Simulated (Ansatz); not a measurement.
`C[O][GaH][SH]` and `C[O][Ga]([SH])[O][SiH3]` differ in one atom or group.

Ansatz, PBE0-D4/def2-TZVP geometries, multiplicity 1. Each molecule was computed in one conformer, which needn't be the lowest.

Scalar relativity is left out up to krypton.

| property | `C[O][GaH][SH]` |
| --- | --- |
| LUMO energy (PBE0/def2-TZVPP) / eV | -0.91 |
| HOMO–LUMO gap (B3LYP/def2-TZVPP) / eV | 6.28 |
| HOMO energy (B3LYP/def2-TZVPP) / eV | -7.45 |
| HOMO energy (PBE0/def2-TZVPP) / eV | -7.71 |
| HOMO energy (PBE/def2-TZVPP) / eV | -6.38 |
| HOMO energy (ωB97M-V/def2-TZVPP) / eV | -9.93 |

Give the same properties after the change, and the shifts. (An estimate is asked.)

The calculation gave: 
```csv
property,`C[O][Ga]([SH])[O][SiH3]`,shift
LUMO energy (PBE0/def2-TZVPP) / eV,-1.02,-0.11
HOMO–LUMO gap (B3LYP/def2-TZVPP) / eV,6.29,0.01
HOMO energy (B3LYP/def2-TZVPP) / eV,-7.60,-0.15
HOMO energy (PBE0/def2-TZVPP) / eV,-7.86,-0.15
HOMO energy (PBE/def2-TZVPP) / eV,-6.50,-0.12
HOMO energy (ωB97M-V/def2-TZVPP) / eV,-10.10,-0.17
```

B3LYP here is the variant with VWN-RPA as its local correlation; programs differ in this.
